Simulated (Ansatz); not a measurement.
`C=C[SiH2]Br` + `C=[N][AlH2]` → `C=[N][AlH][SiH2]Br` + `C=C`  (formal exchange of groups at the Si–C bond)

Program: Ansatz. Geometries: PBE0-D4/def2-TZVP. ΔE: electronic, gas phase. CBS: MP2 limit from def2 TZ/QZ plus the TZ coupled-cluster correction, frozen cores. This one scheme is used for every species. For Br outer-core shells are correlated without core-valence functions, which leaves a few kJ/mol of doubt a bond. Scalar relativity is left out up to krypton. Each species was taken in one conformer, which may not be the lowest.

| species | MP2/def2-QZVPP energy (Eh) |
| --- | --- |
| `C=C[SiH2]Br` | -2941.19907 |
| `C=[N][AlH2]` | -337.08112 |
| `C=[N][AlH][SiH2]Br` | -3199.85293 |
| `C=C` | -78.42544 |

(1) Work out ΔE.

Largest T1 diagnostic among the species: 0.015.

Answers

(1) ΔE = (-3199.85293) + (-78.42544) − (-2941.19907) − (-337.08112) = 0.00182 Eh = +4.8 kJ/mol. CCSD(T)/CBS gives -4.0 kJ/mol.

From BLYP to BHLYP (50 % exact exchange), in def2-TZVPP and without D4, ΔE moves by +6.8 kJ/mol. Leaving LDA and LC-ωPBE aside and taking each functional with its dispersion term where it has one, the values, not all of them listed here, spread over 20.4 kJ/mol, from PBE-D4 to B97M-V. LDA lies +4.7 kJ/mol from PBE without D4.
